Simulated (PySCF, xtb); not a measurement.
C₂H₆N, SMILES C=[NH+]C, charge +1.

GFN2-xTB in xtb 6.7.1 at its own geometry gives an orbital gap of 4.33 eV.

Coordinates come from a PBE-D3(BJ)/def2-TZVP optimisation. The isomer is the one that the SMILES or the coordinates give; other isomers of the formula were not compared.

Task: What does M06-2X/def2-TZVPD run with PySCF give? (The exact figures need the calculation; the answer reports its results.)

Result: gap 10.53 eV (levels -17.27 and -6.74 eV).
